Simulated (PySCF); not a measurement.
**A small calculation by hand: chemical shift, span and skew from a shielding tensor**

silicon dioxide molecule (O2Si), SMILES O=[Si]=O. Atoms are numbered in the order given.

```xyz
3

O      0.0000     0.0000     1.5050
Si     0.0000     0.0000     0.0000
O      0.0000     0.0000    -1.5050
```
Charge 0, spin multiplicity 1.

Coordinates come from a ωB97X-D3(BJ)/def2-TZVP optimisation.

GIAO shieldings from PBE/pcSseg-2 (PySCF), non-relativistic, no solvent. The symmetric part of the tensor of Si2 has the principal values 47.8, 47.8, 883.0 ppm. The same nucleus in TMS has σ = 324.1 ppm at this level (PySCF, at its B3LYP-D3(BJ)/def2-TZVP geometry).

Q: Work out the isotropic shielding, the ²⁹Si shift against TMS, the span and the skew.

A: 
σ(iso) = (σ11 + σ22 + σ33)/3 = 326.2 ppm. δ = σ(ref) − σ(iso) = 324.1 − (326.2) = -2.1 ppm.
Span Ω = σ33 − σ11 = 835.2 ppm. Skew κ = 3(σ(iso) − σ22)/Ω = 1.00, an axial tensor. Tumbling in solution averages the tensor to δ; in a static solid the shielding alone would spread this spin-1/2 line over Ω.
